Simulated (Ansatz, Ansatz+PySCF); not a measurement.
```xyz
3

C     0.0000    0.0000   -0.1059
H     0.0000    1.0040    0.3178
H     0.0000   -1.0040    0.3178
```

Basis set: def2-SVP (spherical functions). Left uncorrelated: 1 orbital. Charge 0, multiplicity 3.

Computed with Ansatz (development build ahead of 0.2.0); each method stands on the lowest determinant of its kind that the runs found. Restricted functionals stand beside restricted open-shell atoms, which can lie above the unrestricted atoms usual in DFT and then raise those values.

(1) Give the atomization energy at this shape (free ground-state atoms in the same class of orbitals less the molecule, no zero-point energy) of triplet CH₂ by ωB97X (unrestricted), r²SCAN (unrestricted), PBE0 (unrestricted), PBE0 (restricted open-shell), PBE (unrestricted), PBE (restricted open-shell), UHF-CCSD(T), UHF-MP2, UHF, ROHF.

Answers

(1)

| method | atomization energy |
| --- | --- |
| ωB97X (unrestricted) | 8.25 eV |
| r²SCAN (unrestricted) | 8.56 eV |
| PBE0 (unrestricted) | 8.44 eV |
| PBE0 (restricted open-shell) | 8.42 eV |
| PBE (unrestricted) | 8.46 eV |
| PBE (restricted open-shell) | 8.43 eV |
| UHF-CCSD(T) | 8.00 eV |
| UHF-MP2 | 7.97 eV |
| UHF | 6.82 eV |
| ROHF | 6.78 eV |
